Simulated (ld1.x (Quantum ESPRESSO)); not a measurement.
## What one change does to a pseudopotential (Zr (Z = 40), TM semilocal)

Zr (Z = 40), norm-conserving Troullier–Martins (semilocal form), made with ld1.x (Quantum ESPRESSO) 7.5 (PBE, scalar-relativistic). Core [Ar] 3d10 4s2, reference 4p6 4d1 5s0 5p0 (charge +3). Waves: 4p (bound): rc 1.30 bohr; 4d (bound): rc 2.10 bohr; 5s (bound, empty): rc 2.10 bohr. Local part: the s channel. Core correction: a·sin(br)/r model core inside 0.70 bohr.

Change: all radii but the core radius scaled by about 0.94 (s 1.98, p 1.22, d 1.98 bohr).

Cutoffs: the cutoffs (Ry, on a coarse ladder) from which the occupation-weighted sum of valence levels, in a spherical-Bessel basis at the reference potential, stays within 10 and 1 mRy of its value at 400 Ry; they do not see the model core or the augmentation charge, which bear on the density cutoff. Errors are all-electron minus pseudo energies relative to the spin-unpolarised reference configuration.

Q: What does the change do?

A: The potential gets neither clearly harder nor softer (60 Ry and 110 Ry → 60 Ry and 110 Ry); a bound ghost appears in s, which as a rule spoils a file; of the 7 tests that both files solve, the error grows in 4 and shrinks in 0 by more than 15 % and 0.3 meV (median size 102.7 → 149.3 meV). That the errors move this way runs against the usual rule that smaller radii transfer better. A semilocal file is local in each channel, so a ghost entry of none says nothing of the separable form that plane-wave codes build from it.

| quantity | base | changed |
| --- | --- | --- |
| cutoff, loose | 60 Ry | 60 Ry |
| cutoff, tight | 110 Ry | 110 Ry |
| bound ghosts | none | s (extra level of the local part) |
| error for 4p6 4d2 5s2 5p0, meV [ΔE -42.70 eV] | +228 | +318 |
| error for 4p6 4d2 5s1 5p0, meV [ΔE -35.57 eV] | +103 | +149 |
| error for 4p6 4d2 5s0 5p0, meV [ΔE -22.63 eV] | -19 | -19 |
| error for 4p6 4d3 5s0 5p0, meV [ΔE -35.18 eV] | -51 | -51 |
| error for 4p6 4d2 5s0 5p2, meV [ΔE -36.49 eV] | +1.5 | +1.4 |
| error for 4p6 4d2.5 5s1.5 5p0, meV [ΔE -42.19 eV] | +183 | +254 |
| error for 4p6 4d2 5s1.5 5p0, meV [ΔE -39.82 eV] | +169 | +239 |

 A true bound ghost makes a file unfit for plane-wave use even where its test errors are small: the radial tests pick states by their node count and pass the ghost by.
